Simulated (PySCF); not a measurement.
N-methyl-N-silylpropan-2-amine (C₄H₁₃NSi), SMILES CC(C)N(C)[SiH3]. Atoms are numbered in the order given.

```xyz
19

C     -1.7075    -1.2893     0.6321
C     -0.9900     0.0157     0.2670
C     -1.7229     0.7673    -0.8535
N      0.4339    -0.2027    -0.0245
C      0.7563    -1.0266    -1.1769
Si     1.6301     0.8707     0.6395
H     -2.7293    -1.0809     0.9862
H     -1.1620    -1.8182     1.4281
H     -1.7937    -1.9650    -0.2337
H     -1.0188     0.6575     1.1650
H     -1.7744     0.1647    -1.7747
H     -2.7568     1.0036    -0.5559
H     -1.2096     1.7116    -1.0935
H      1.8412    -1.2117    -1.2125
H      0.4708    -0.5708    -2.1459
H      0.2656    -2.0133    -1.1197
H      1.8130     2.1714    -0.0909
H      2.9477     0.1706     0.6173
H      1.2318     1.2070     2.0372
```
Charge 0, spin multiplicity 1.

Coordinates come from a B3LYP-D3(BJ)/def2-SVP optimisation. The values are those of a single conformer.

Method: TDA-PBE/def2-SVPD (PySCF).

Vertical excitations. The molecule is in vacuum.

Task: Give excitation energies, oscillator strengths and character. (The exact figures need the calculation; the answer reports its results.)

Result: 
| state | energy (eV) | λ (nm) | f | main pairs |
|---|---|---|---|---|
| S1 | 4.68 | 265 | 0.002 | HOMO→LUMO 99 % |
| S2 | 5.26 | 236 | 0.013 | HOMO→LUMO+1 97 % |
| S3 | 5.47 | 226 | 0.005 | HOMO→LUMO+2 98 % |
| S4 | 5.62 | 221 | 0.007 | HOMO→LUMO+3 100 % |
| S5 | 5.82 | 213 | 0.010 | HOMO→LUMO+4 92 % |
| S6 | 6.09 | 204 | 0.014 | HOMO→LUMO+5 77 %, HOMO→LUMO+6 15 % |
| T1 | 4.57 | 271 | 0 | HOMO→LUMO 99 % |
| T2 | 5.03 | 247 | 0 | HOMO→LUMO+1 98 % |
Triplets are in the Tamm–Dancoff approximation.
